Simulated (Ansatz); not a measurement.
Consider the ligand exchange at a Mo–O bond: `C[O][Mo]([NH2])(=[O])=[O]` + HCl → `[NH2][Mo](=[O])(=[O])[Cl]` + CH₃OH.

Gas-phase electronic energies from Ansatz, PBE0-D4/def2-TZVP geometries. CCSD(T)/CBS adds triple-zeta CCSD(T) − MP2 to the extrapolated MP2 energy (def2 sets, frozen cores). This one scheme is used for every species. DFT in def2-TZVPP. HSE06 is defined as in plane-wave codes. def2 core potentials past Kr. For Mo outer-core shells are correlated without core-valence functions, which leaves a few kJ/mol of doubt a bond. Each species was taken in one conformer, which may not be the lowest.

`C[O][Mo]([NH2])(=[O])=[O]`:

Cartesian coordinates in Å:
```
C -1.163 1.582 0.438
O -1.037 0.181 0.431
Mo 0.023 -0.966 -0.578
N 1.734 -1.223 0.271
O 0.292 -0.263 -2.084
O -0.753 -2.453 -0.700
H -0.432 2.023 1.123
H -2.167 1.840 0.783
H -1.011 1.999 -0.563
H 2.564 -0.708 0.019
H 1.951 -2.013 0.861
```

HCl:

Z-matrix (Å, degrees):
```
Cl
H 1 1.279
```

`[NH2][Mo](=[O])(=[O])[Cl]`:

```xyz
7

N     0.302    0.569    1.009
Mo   -0.116   -0.383   -0.596
O     1.132   -0.155   -1.687
O    -0.282   -2.006   -0.221
Cl   -2.052    0.395   -1.479
H     0.938    1.353    1.041
H     0.078    0.228    1.933
```

CH₃OH:

Cartesian coordinates in Å:
```
C 0.227 -0.055 0.269
O -0.699 0.654 -0.522
H 0.525 0.606 1.083
H 1.129 -0.333 -0.291
H -0.207 -0.962 0.708
H -0.974 0.091 -1.248
```

(1) Is it downhill or uphill in electronic energy at CCSD(T)/CBS, and by how much? (Best estimate.)

(2) What do these levels give: PBE-D4, BLYP-D4, r2SCAN-D4, B97M-V, HSE06, MP2/def2-TZVPP? (Estimate.)

Largest T1 diagnostic among the species: 0.024, so the coupled-cluster value is less sure than usual.

Answers

(1) Ansatz gave: Downhill: ΔE = -7.9 kcal/mol.

(2) Computed: PBE-D4 -6.7, BLYP-D4 -5.4, r2SCAN-D4 -6.6, B97M-V -7.1, HSE06 -8.2, MP2/def2-TZVPP -10.3 kcal/mol.

Leaving LDA and LC-ωPBE aside and taking each functional with its dispersion term where it has one, the values, not all of them listed here, spread over 3.7 kcal/mol, from PBE-QIDH to CAM-B3LYP-D4. LDA lies +1.7 kcal/mol from PBE without D4. At CCSD(T), def2-SVP lies +3.1 kcal/mol from the extrapolated value and def2-TZVPP +1.1 kcal/mol. From PBE to PBE0 (25 % exact exchange), in def2-TZVPP and without D4, ΔE moves by −0.8 kcal/mol.
